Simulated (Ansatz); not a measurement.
Total energies of the cluster Mg2Se⁺ (the lowest doublet isomer of a short search) from Ansatz at PBE0-D4/def2-TZVP, gas phase (1 Eh = 27.2114 eV = 2625.5 kJ/mol). The reference geometry is relaxed at r2SCAN-D4/def2-TZVP.

Cartesian coordinates in Å:
```
Mg -1.819 0.952 -0.450
Mg 2.041 -0.196 0.462
Se -0.222 -0.756 -0.012
```

```json
{"state": "charge 1 doublet", "geometry": "reference", "energy (Eh)": "-2801.02418"}
{"state": "charge 0 triplet", "geometry": "reference", "energy (Eh)": "-2801.26260"}
{"state": "charge 1 quartet", "geometry": "relaxed at r2SCAN-D4/def2-TZVP", "energy (Eh)": "-2800.98029"}
```

Question: Work out the vertical electron affinity, to the triplet.

Answer: E(charge 1 doublet) − E(charge 0 triplet) = -2801.02418 − (-2801.26260) = 0.23842 Eh = 6.49 eV.

Question: Which of the charge 1 states is lowest, and how far above it are the others?

Answer: The doublet. quartet: -2800.98029 − (-2801.02418) = 0.04389 Eh = 115.2 kJ/mol.

The structure comes from a short search, and lower isomers may exist.
